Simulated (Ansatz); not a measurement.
A nudged elastic band was laid between two geometries of AlFH$_{5}$NSi (9 atoms, charge 0, multiplicity 1).

These are results of Ansatz 0.2.0, RKS BHLYP-D4/def2-SVP, not measurements.

```
movable images  : 5
climbing image  : yes
spring          : 5.0 eV/Å²
optimiser       : quadratic models (default)
start path      : through a guess of the saddle point
force threshold : 0.05 eV/Å
iteration limit : 60
end points      : relaxed
```

Initial state:

```xyz
9
Properties=species:S:1:pos:R:3
N -0.766 1.481 0.025
Si 0.081 0.170 0.782
Al 0.469 -1.527 -0.935
F 0.762 -3.090 -0.455
H -0.418 1.871 -0.836
H -1.172 2.207 0.594
H 1.364 0.540 1.457
H -0.791 -0.358 1.862
H 0.471 -1.295 -2.493
```

Final state:

```xyz
9
Properties=species:S:1:pos:R:3
N -0.738 1.448 0.044
Si 0.064 0.139 0.841
Al 0.469 -1.561 -0.869
F 0.484 -0.989 -2.431
H -0.453 1.714 -0.884
H -1.072 2.245 0.561
H 1.342 0.488 1.536
H -0.822 -0.379 1.917
H 0.726 -3.104 -0.715
```

**Question.** What changes between the two ends?

**Answer.** No bond is made or broken. The dihedral N1–Si2–Al3–H9 goes from 21 to -158°.

**Question.** Give the energies along the band, and the barrier.

**Answer.** The run converged. The highest image is number 3 of 0 to 6, 1.1 kcal/mol above the first end and 1.6 kcal/mol above the last; the last end lies 0.4 kcal/mol below the first. A vibrational analysis at the climbing image gives one clearly imaginary mode, 46i cm⁻¹: a first-order saddle point.

```json
{"image": "0", "path coordinate (Å)": "0.00", "energy (kcal/mol)": "0.0", "dihedral N1–Si2–Al3–H9 (°)": "21"}
{"image": "1", "path coordinate (Å)": "0.90", "energy (kcal/mol)": "0.3", "dihedral N1–Si2–Al3–H9 (°)": "51"}
{"image": "2", "path coordinate (Å)": "1.80", "energy (kcal/mol)": "0.8", "dihedral N1–Si2–Al3–H9 (°)": "82"}
{"image": "3", "path coordinate (Å)": "2.71", "energy (kcal/mol)": "1.1", "dihedral N1–Si2–Al3–H9 (°)": "113"}
{"image": "4", "path coordinate (Å)": "3.60", "energy (kcal/mol)": "0.8", "dihedral N1–Si2–Al3–H9 (°)": "143"}
{"image": "5", "path coordinate (Å)": "4.50", "energy (kcal/mol)": "0.0", "dihedral N1–Si2–Al3–H9 (°)": "171"}
{"image": "6", "path coordinate (Å)": "5.40", "energy (kcal/mol)": "-0.4", "dihedral N1–Si2–Al3–H9 (°)": "-158"}
```

**Question.** What is the geometry of the highest image?

**Answer.** 
```xyz
9
Properties=species:S:1:pos:R:3
N -0.968 1.361 0.117
Si 0.221 0.253 0.721
Al 0.583 -1.536 -0.918
F -0.671 -2.590 -1.192
H -0.857 1.783 -0.790
H -1.400 2.013 0.752
H 1.534 0.864 1.091
H -0.320 -0.318 1.982
H 1.878 -1.830 -1.763
```

**Question.** What are the harmonic wavenumbers there?

**Answer.** 46i, 114, 175, 224, 387, 412, 444, 509, 694, 714, 823, 857, 874, 953, 1006, 1613, 1996, 2206, 2265, 3680, 3774 cm⁻¹.

The run took 2.9 min on 1 thread of Arm Neoverse V1, with other jobs on the host, peak memory 0.17 GiB.
